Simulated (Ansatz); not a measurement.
Consider the formal exchange of groups at the Si–C bond: `[CH3][InH][CH2][SiH3]` + `NC=O` → `NC(=O)[SiH3]` + `[CH3][InH][CH3]`.

Program: Ansatz. Geometries: PBE0-D4/def2-TZVP. ΔE: electronic, gas phase. CBS: MP2 limit from def2 TZ/QZ plus the TZ coupled-cluster correction, frozen cores. This one scheme is used for every species. Functionals use def2-TZVPP. B3LYP here is the variant with VWN-RPA as its local correlation; programs differ in this. Elements past krypton have def2 core potentials. For In outer-core shells are correlated without core-valence functions, which leaves a few kJ/mol of doubt a bond. One conformer a species, not always the lowest.

| level | ΔE (kcal/mol) | difference from CCSD(T)/CBS |
| --- | --- | --- |
| PBE-D4 | 5.7 | -1.9 |
| r2SCAN-D4 | 6.6 | -1.0 |
| PBE0-D4 | 7.1 | -0.5 |
| B3LYP-D4 | 6.0 | -1.6 |
| ωB97X-V | 6.7 | -0.9 |
| ωB97M-V | 6.8 | -0.8 |
| B2PLYP | 6.4 | -1.2 |
| PBE | 5.3 | -2.3 |
| r2SCAN | 6.4 | -1.2 |
| PBE0 | 6.7 | -0.9 |
| B3LYP | 5.4 | -2.2 |
| HF/def2-TZVPP | 7.9 | 0.3 |
| MP2/def2-TZVPP | 8.4 | 0.8 |
| SCS-MP2/def2-TZVPP | 8.0 | 0.4 |
| CCSD/def2-TZVPP | 7.8 | 0.2 |
| CCSD(T)/def2-TZVPP | 7.6 | 0.0 |
| HF/def2-QZVPP | 7.9 | 0.3 |
| MP2/def2-QZVPP | 8.5 | 0.9 |
| SCS-MP2/def2-QZVPP | 8.0 | 0.4 |
| HF/CBS(def2) | 7.9 | 0.3 |
| MP2/CBS(def2) | 8.5 | 0.9 |
| CCSD/CBS(def2) | 7.9 | 0.3 |
| CCSD(T)/CBS | 7.6 | 0 |

Largest T1 diagnostic among the species: 0.016.

From PBE to PBE0 (25 % exact exchange), in def2-TZVPP and without D4, ΔE moves by +1.4 kcal/mol.
